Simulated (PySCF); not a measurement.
Lowest triplet excitation (TDA) (eV) of eight silicon and germanium compounds: TDA-PBE beside TDA-PBE0, computed with PySCF for isolated molecules in the bases named; differences from unrounded values. The eight are the first of their class met in an unordered collection, after screening for sound electronic states; none was chosen by its value. Each molecule has one DFT geometry for both levels.

| molecule | basis | TDA-PBE0 | TDA-PBE | difference |
|---|---|---|---|---|
| H7NO2Si2, SMILES N[Si@H](O)O[SiH3] | def2-SVPD | 6.53 | 5.73 | -0.80 |
| CH9ClOSi3, SMILES CO[Si@H]([SiH3])[SiH2]Cl | def2-SVPD | 4.48 | 4.05 | -0.43 |
| ClFH₅NSi₂, SMILES N[Si@@H](Cl)[SiH2]F | def2-SVPD | 5.40 | … | … |
| 1-silylprop-2-en-1-one (C3H6OSi), SMILES O=C(C=C)[SiH3] | def2-SVPD | 2.26 | 2.00 | -0.27 |
| C2H7ClFNSi, SMILES CC[Si@@](F)(N)Cl | def2-SVPD | 6.62 | … | … |
| C2H10O2Si2, SMILES O[SiH2]CC[SiH2]O | def2-SVPD | 6.48 | 5.75 | -0.72 |
| CH₉FN₂Si₂, SMILES CN[Si@@H](F)N[SiH3] | def2-SVPD | 6.05 | … | … |
| N-methyl-N-silylpropan-2-amine (C4H13NSi), SMILES C(N([SiH3])C)(C)C | def2-SVPD | 5.28 | 4.57 | -0.71 |

Q: Some entries are withheld; supply them. (Estimate from the structure and the level; the computed values follow.)

A: 
- ClFH₅NSi₂, SMILES N[Si@@H](Cl)[SiH2]F, TDA-PBE: 4.96
- ClFH₅NSi₂, SMILES N[Si@@H](Cl)[SiH2]F, difference: -0.44
- C2H7ClFNSi, SMILES CC[Si@@](F)(N)Cl, TDA-PBE: 5.96
- C2H7ClFNSi, SMILES CC[Si@@](F)(N)Cl, difference: -0.66
- CH₉FN₂Si₂, SMILES CN[Si@@H](F)N[SiH3], TDA-PBE: 5.10
- CH₉FN₂Si₂, SMILES CN[Si@@H](F)N[SiH3], difference: -0.95

TDA-PBE lies below TDA-PBE0 in 8 and above it in 0 of the eight; the mean signed difference is -0.62 and the largest -0.95 eV.
